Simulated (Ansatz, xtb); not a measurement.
**Two isomers of GeH5Si2**

Structure a: `[SiH]1[SiH2][GeH2]1`, a doublet. Structure b: `[SiH2]1[SiH2][GeH]1`, a doublet. Both are isolated molecules in the gas phase, relaxed with PBE0-D3(BJ)/def2-SVP.

a (Å):

| atom | x (Å) | y (Å) | z (Å) |
| --- | --- | --- | --- |
| Ge | 0.5248 | -0.4924 | 1.8227 |
| Si | 1.6075 | -1.3441 | -0.1032 |
| Si | 2.4761 | 0.6040 | 0.8036 |
| H | 2.5066 | -2.3808 | 0.5340 |
| H | 3.8185 | 0.6996 | 1.4493 |
| H | 2.0353 | 1.9250 | 0.2671 |
| H | 0.5728 | -1.2139 | 3.1780 |
| H | -0.6875 | 0.4461 | 1.7207 |

b (Å):

| atom | x (Å) | y (Å) | z (Å) |
| --- | --- | --- | --- |
| Ge | -0.1128 | -0.2533 | 0.7923 |
| Si | 1.8599 | -1.4135 | 1.4425 |
| Si | 1.8019 | 0.9952 | 1.4525 |
| H | 2.7033 | -2.2068 | 0.5001 |
| H | 2.0123 | -1.9013 | 2.8451 |
| H | 1.9308 | 1.4780 | 2.8592 |
| H | 2.6061 | 1.8361 | 0.5171 |
| H | 0.0662 | -0.2430 | -0.7646 |

Energies in hartree; the thermal terms are from PBE0-D3(BJ)/def2-SVP harmonic frequencies (ideal gas, rigid rotor, one conformer each, 298.15 K, 1 atm) and include the zero-point energy:

```
                               a            b
E, CCSD(T)/def2-SVP  −2656.087793  −2656.095395
  zero-point energy      0.039631      0.039621
       H(298 K) − E      0.046844      0.046928
       G(298 K) − E      0.009054      0.008915
```

Question: Work out ΔE, ΔE₀, ΔH and ΔG for a → b in kJ/mol (1 Eh = 2625.50 kJ/mol) and the equilibrium ratio [b]/[a].

Answer: 1. ΔE = −2656.095395 − (−2656.087793) = −0.007602 Eh = −19.96 kJ/mol.
2. ΔE₀ = ΔE + ΔZPE = −0.007602 + (−0.000010) Eh = −19.99 kJ/mol.
3. ΔH = ΔE + (+0.000084) Eh = −19.74 kJ/mol.
4. ΔG = ΔE + (−0.000139) Eh = −20.32 kJ/mol, so ΔS = (ΔH − ΔG)/T = +2.0 J/(mol K).
5. kT = 0.9442 mEh, so K = [b]/[a] = exp(−ΔG/kT) = exp(+8.20) ≈ 3.6 × 10^3.

Structure b is favoured at this temperature. An error of 4 kJ/mol in ΔG would change K by a factor of 5. Mirror images and further conformers aren't counted.

As drawn, b has 1 Si–H in place of 1 Ge–H.

Other levels gave ΔE = −21.3 (PBE0-D3(BJ)/def2-SVP); −22.8 (HF/def2-SVP); −19.6 (MP2/def2-SVP) kJ/mol. Open shells are spin-unrestricted. The correlated steps freeze 19 core orbitals; the filled d shell of Ge is correlated, in a basis made for valence electrons. Programs: Ansatz 0.2.0.
